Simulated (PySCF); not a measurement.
Working with the constants of NaSr

PBE0 constants of NaSr, ²Σ⁺ (doublet), unpaired electrons σ ↑ (PySCF, spin-free X2C with a Gaussian nucleus, basis sets Na x2c-TZVPall, Sr x2c-TZVPall; masses 22.9898 and 87.9056 u):

```
ωe              : 93.5 cm⁻¹
ωexe            : 0.803 cm⁻¹
Be              : 0.062132 cm⁻¹
αe              : 0.000587 cm⁻¹
D (centrifugal) : 1.1e-07 cm⁻¹
De to Na + Sr   : 0.279 eV
```

Question: Give the vibrational terms G(v) and spacings up to v = 6.

Answer: G(v) = ωe(v+½) − ωexe(v+½)².

| v | G(v) (cm⁻¹) | G(v) − G(v−1) | Bv (cm⁻¹) |
| --- | --- | --- | --- |
| 0 | 46.5 |  | 0.06184 |
| 1 | 138.4 | 91.9 | 0.06125 |
| 2 | 228.7 | 90.3 | 0.06066 |
| 3 | 317.4 | 88.7 | 0.06008 |
| 4 | 404.5 | 87.1 | 0.05949 |
| 5 | 490.0 | 85.5 | 0.05890 |
| 6 | 573.8 | 83.9 | 0.05832 |

Question: How well does the Morse estimate ωe²/(4ωexe) reproduce De, and what is D0?

Answer: It gives 0.337 eV, 121 % of the computed De. D0 = De − G(0) = 0.279 − 0.006 = 0.273 eV.

The bond is weak. Basis-set superposition, not corrected here, can be much of De in a small basis, most of all at correlated wavefunction levels. Functionals without a dispersion term scatter widely for such bonds, and LDA overbinds them. Spin–orbit coupling is left out. The state is the lowest determinant that a PBE0 search found; another state may lie lower at other levels.
